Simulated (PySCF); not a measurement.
From one molecule to another.

First species: C6H10O2Si.
Structure used (GFN2-xTB), in Å, numbered top down from 1:
```xyz
19
C6H10O2Si angstrom
C     -1.8275   -0.5822    1.1931
C     -1.0574   -0.6072    0.1178
C     -1.4299   -1.3373   -1.1380
C      0.2717    0.0768    0.0792
O      1.2823   -0.9319   -0.0195
C      2.4858   -0.5485    0.2559
O      2.8054    0.5745    0.5739
C      0.4427    1.2444   -0.9144
Si     0.6896    1.7842    0.8723
H     -2.7851   -1.0753    1.2127
H     -1.5329   -0.0655    2.0902
H     -0.6710   -2.0843   -1.3662
H     -1.4760   -0.6447   -1.9775
H     -2.3932   -1.8284   -1.0318
H      3.2035   -1.3786    0.1758
H      1.2775    1.1450   -1.5946
H     -0.4636    1.5231   -1.4346
H      1.7708    2.4779    1.5253
H     -0.6025    2.2674    1.3730
```

Second species: C6H10O2Si.
SMILES: `O=C/C=C/C(=O)CC[SiH3]`

Levels: PBE0/pcSseg-1 for dipole moment, HOMO energy, LUMO energy and HOMO–LUMO gap; GFN2-xTB for rotational constant A and rotational constant C. Geometries: GFN2-xTB. Each structure is a single optimised conformer of the isolated species, non-relativistic unless stated; the electronic structure was computed with PySCF and density fitting.

The conformers computed, where there is a choice (atom-mapped SMILES and torsion angles):
- `[CH2:1]=[C:2]([CH3:3])[C@@:4]1([O:5][CH:6]=[O:7])[CH2:8][SiH2:9]1`: C1–C2–C4–O5 113°, C2–C4–O5–C6 -164°, C4–O5–C6–O7 0°
- `[O:1]=[CH:2]/[CH:3]=[CH:4]/[C:5](=[O:6])[CH2:7][CH2:8][SiH3:9]`: O1–C2–C3–C4 180°, C3–C4–C5–O6 -158°, C4–C5–C7–C8 161°, C5–C7–C8–Si9 47°

```csv
property,column X,column Y
dipole moment,1.29 D,1.65 D
HOMO energy,-7.88 eV,-6.93 eV
LUMO energy,-3.15 eV,-0.25 eV
HOMO–LUMO gap,4.73 eV,6.68 eV
rotational constant A,4.755 GHz,2.177 GHz
rotational constant C,0.459 GHz,0.964 GHz
```

(1) Which column belongs to which species?

(2) How does each property change from the first species to the second?

## Answers

(1) Column X is the second species and column Y the first. The first has 19 atoms and 76 electrons, the second 19 and 76.

(2) dipole moment -0.36 D; HOMO energy -0.95 eV; LUMO energy -2.90 eV; HOMO–LUMO gap -1.95 eV; rotational constant A +2.578 GHz; rotational constant C -0.505 GHz.

On the first: The dipole equals about 5.5 × 10⁻³⁰ C·m (1 D = 3.33564 × 10⁻³⁰ C·m). A dipole of 1.65 D is allowed in C1, and pure rotational transitions are dipole-allowed.

On the second: A dipole of 1.29 D is allowed in C1, and pure rotational transitions are dipole-allowed. The dipole matches unit charges of opposite sign 0.27 Å apart (1 e·Å = 4.8032 D).
